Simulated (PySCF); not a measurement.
**Electron correlation in Re(59+) (rhenium, charge +59)**

[Ne] 3s2 3p4, high-spin 3P determinant. Computed with PySCF 2.14 in an uncontracted even-tempered set (17 s from 15 bohr⁻², ratio 2.5; 12 p from 20 bohr⁻², ratio 2.5; 4 d from 81 bohr⁻², ratio 2.7; 4 f from 120 bohr⁻², ratio 2.7), with scalar relativity by spin-free X2C-1e. Frozen: 1s2; 14 electrons correlated; the 20 highest virtual orbitals of each spin left out.

| level | correlation energy (mhartree) |
| --- | --- |
| CCSD | -622.69 |
| (T) | -0.59 |
| CCSD(T) | -623.28 |

Diagnostics: T1 = 0.00028, D1 = 0.0013, largest double amplitude 0.013.

Spin-orbit coupling is strong in this species (close to jj coupling), so the high-spin LS determinant is a model state, not a physical level.

Cost of the coupled-cluster step: roughly 40 core-seconds, for 14 correlated electrons.

Iterations:

```
CC2 = 0
CCSD nocc = (np.int64(8), np.int64(6)), nmo = (80, 80)
frozen orbitals [[0, 81, 82, 83, 84, 85, 86, 87, 88, 89, 90, 91, 92, 93, 94, 95, 96, 97, 98, 99, 100], [0, 81, 82, 83, 84, 85, 86, 87, 88, 89, 90, 91, 92, 93, 94, 95, 96, 97, 98, 99, 100]]
max_cycle = 100
direct = 0
conv_tol = 1e-08
conv_tol_normt = 1e-06
diis_space = 8
diis_start_cycle = 0
Init t2, MP2 energy = -0.611257000302795
Init E_corr(UCCSD) = -0.61125700030281
cycle = 1  E_corr(UCCSD) = -0.621120679561558  dE = -0.00986367926  norm(t1,t2) = 0.00453805
cycle = 2  E_corr(UCCSD) = -0.622481124821212  dE = -0.00136044526  norm(t1,t2) = 0.000658206
cycle = 3  E_corr(UCCSD) = -0.622691550303752  dE = -0.000210425483  norm(t1,t2) = 0.000102785
cycle = 4  E_corr(UCCSD) = -0.622689973134522  dE = 1.57716923e-06  norm(t1,t2) = 3.16903e-06
cycle = 5  E_corr(UCCSD) = -0.622689973556059  dE = -4.21536916e-10  norm(t1,t2) = 9.17382e-08
UCCSD converged
E(UCCSD) = -12885.31982126514  E_corr = -0.6226899735560594
UCCSD(T) correction = -0.000589053679522782
```

At this charge the one-electron X2C treatment keeps the bare 1/r₁₂, with no two-electron picture change or Breit term. The effect here is smaller than on the frozen 1s shell; and a scalar Hamiltonian misses the large spin-orbit splitting of the p shells, which matters for ns² → np² pairs.

Spin-orbit coupling is strong in this species, so the high-spin LS determinant is a model state.
